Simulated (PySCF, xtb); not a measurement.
Ga(H)2(OEt) (C₂H₇GaO), SMILES [GaH2][O]CC.

GFN2-xTB in xtb 6.7.1 at its own geometry gives an orbital gap of 5.14 eV and a dipole moment of 1.15 D.

Geometry optimised at TPSSh-D3(BJ)/def2-SVP. The values are those of a single conformer.

Problem. What does PBE/def2-TZVP (PySCF) give? (The exact figures need the calculation; the answer reports its results.)

Solution. gap 4.42 eV (levels -6.33 and -1.91 eV), dipole 1.11 D.
